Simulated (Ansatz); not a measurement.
The molecule SF-, closed-shell singlet (lowest of 2S+1 = 1, 3, 5 at CCSD(T)/def2-TZVPP on PBE0 minima; our sources give no spin for the ground state, which may be another).

Constants: fifth-degree fit in 1/R to seven points, most abundant isotopes. Runs in def2 and cc sets follow the lowest solution found near the PBE0 minimum. The singlet is held restricted. HF and MP2 rows in def2 and cc sets belong to the determinant that coupled cluster picked by its CCSD energy.

Frozen-core correlation. CBS(a, b) extrapolates the correlation energy as X⁻³ and adds the Hartree–Fock energy of set b.

Run with Ansatz (an electronic-structure program) with Gaussian orbitals. Values without a source in brackets are computed.

Task: What bond length and harmonic frequency does MP2/aug-cc-pV(T+d)Z give?

Result: r_e = 1.722 Å, ω_e = 657 cm⁻¹.

Task: What bond length and harmonic frequency does CCSD(T)/CBS(def2-TZVPP, def2-QZVPP) give?

Result: r_e = 1.725 Å, ω_e = 645 cm⁻¹.

Task: What bond length and harmonic frequency does CCSD(T)/CBS(aug-cc-pV(Q+d)Z, aug-cc-pV(5+d)Z) give?

Result: r_e = 1.718 Å, ω_e = 648 cm⁻¹.
